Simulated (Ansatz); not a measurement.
Task: Name a neutral molecule of C, Ge, S and H with HOMO energy (ωB97M-V/def2-TZVPP) between -9.35 and -9.05 eV and HOMO energy (PBE0/def2-TZVPP) between -6.95 and -6.65 eV (Ansatz, PBE0-D4/def2-TZVP geometry).

Result: `S[CH](S)[GeH3]` (-9.10 eV, -6.91 eV). Other molecules can fit too; these were computed, each in one conformer that needn't be the lowest.
